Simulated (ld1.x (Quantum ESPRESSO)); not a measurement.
**How hard is this O PAW potential?**

```json
{"Element": "O", "Generator": "ld1.x (Quantum ESPRESSO) 7.5", "Type": "PAW", "Functional": "PBEsol", "Relativity": "scalar-relativistic", "Frozen core": "[He]", "Valence charge": "6", "Reference configuration": "2s2 2p4", "Partial waves": "2s (bound): rcut 0.85, rcutus 1.05 bohr; 2s channel at 2.45 Ry: rcut 0.85, rcutus 1.05 bohr; 2p (bound): rcut 1.90, rcutus 2.15 bohr; 2p channel at 0.05 Ry: rcut 1.90, rcutus 2.15 bohr; 3d channel at 0.2 Ry: rcut 1.85, rcutus 2.00 bohr; 3d channel at 0.75 Ry: rcut 1.85, rcutus 2.00 bohr", "Local potential": "all-electron potential smoothed inside 1.95 bohr (lloc = -2)", "Core correction": "a·sin(br)/r model core, default radius (ld1.x builds one for every PAW set, though the input has nlcc=.false.)", "Augmentation charge": "PSQ, inside the norm-conserving radii"}
```

The pseudo-atom Hamiltonian at the reference potential is diagonalised in spherical Bessel functions j_l(qr) that vanish at 20 bohr, with q² up to the cutoff. All-electron valence levels (Ry): 2s -1.7499, 2p -0.6596.

How do the lowest levels (Ry) of each channel move with the cutoff, and are there ghosts?

```
cutoff (Ry)     s #1     s #2     p #1    d #1    d #2    f #1  Σ f·Δε (mRy)
          8  -1.6259  -0.0049  -0.6237  0.0794  0.1882  0.1207         391.8
         12  -1.7098  -0.0069  -0.6544  0.0794  0.1882  0.1207         101.0
         15  -1.7282  -0.0074  -0.6589  0.0794  0.1882  0.1207          46.2
         21  -1.7453  -0.0077  -0.6594  0.0794  0.1882  0.1207          10.1
         25  -1.7473  -0.0077  -0.6595  0.0794  0.1882  0.1207           5.8
         35  -1.7492  -0.0078  -0.6596  0.0794  0.1882  0.1207           1.5
         40  -1.7495  -0.0078  -0.6596  0.0794  0.1882  0.1207           0.9
         50  -1.7498  -0.0078  -0.6596  0.0794  0.1882  0.1207           0.3
        400  -1.7499  -0.0078  -0.6596  0.0794  0.1882  0.1207           0.0
```

Result: no extra level below or beside the all-electron valence levels (s, p, d, f tested); 10 mRy is reached at 25 Ry and 1 mRy at 40 Ry.

1 of 7 tests not solved or not reliable.
